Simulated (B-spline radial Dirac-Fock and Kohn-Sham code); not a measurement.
# Width and fluorescence yield of the N5 (4d5/2) hole, Pr to Tm

Calculated with a B-spline atomic structure program, using independent-particle rates on relativistic LDA orbitals of the hole state (multipoles up to L = 3, Coulomb Auger matrix elements, transition energies from Dirac-Fock). Free neutral atoms. Recommended widths: Campbell and Papp (2001); yields: xraylib tables.

| Z | element | Γ (eV) | recommended Γ | ω | Coster-Kronig yield |
| --- | --- | --- | --- | --- | --- |
| 59 | Pr | 0.629 | 0.530 | 0.000146 | 0.866 |
| 60 | Nd | 0.917 | 0.800 | 0.000139 | 0.910 |
| 61 | Pm | ? | ? | ? | ? |
| 62 | Sm | 1.65 | 1.48 | 0.000132 | 0.952 |
| 63 | Eu | 2.08 | 1.90 | 0.000130 | 0.963 |
| 64 | Gd | 2.23 | 2.20 | 0.000135 | 0.958 |
| 65 | Tb | 3.09 | 2.40 | 0.000131 | 0.976 |
| 66 | Dy | 3.65 | 2.60 | 0.000132 | 0.980 |
| 67 | Ho | 4.26 | 2.80 | 0.000134 | 0.983 |
| 68 | Er | 4.91 | 2.95 | 0.000136 | 0.986 |
| 69 | Tm | 5.59 | 3.10 | 0.000139 | 0.988 |

Q: What does the model give for Pm?

A: Γ = 1.26 eV, ω = 0.000134, Coster-Kronig yield 0.936; the recommended width is 1.11 eV.
